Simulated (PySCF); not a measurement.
Excitation energy of V by level of theory

V [Ar] 3d3 4s2 (4F) → V [Ar] 3d2 4s2 5s1 (4F), as a difference of total energies. All numbers are calculated (PySCF 2.14, the spin-free X2C one-electron Hamiltonian (Gaussian nucleus), in x2c-TZVPPall with one added diffuse shell each of s, p, d, f type (7s6p5d3f1g, 80 functions)). Correlated levels: valence: [Ar] frozen; valence and next inner shell: [Ne] frozen. The calculations carry no spin-orbit coupling.

```tsv
method	excitation energy (eV)
UHF	7.949
LDA	9.406
PBE	9.161
PBE0	9.007
r2SCAN	9.449
TPSSh	8.997
LC-wPBE	9.130
MN15	9.346
MP2 (valence)	8.245
SCS-MP2 (valence)	7.967
MP2 (valence and next inner shell)	8.564
SCS-MP2 (valence and next inner shell)	8.308
```

Problem. How much does correlation contribute at MP2 (valence and next inner shell)?

Solution. 8.564 − (7.949) = 0.615 eV, measured against UHF.

A first-order spin-orbit estimate (lowest level to lowest level, LS coupling) adds -0.008 eV.

The upper state lies above the first ionisation limit, where it may autoionise and the basis confines it. A Rydberg-like electron needs more diffuse functions than a valence basis has.

The promoted electron is Rydberg-like, and one or two diffuse shells describe it only roughly, which tends to raise the upper state.
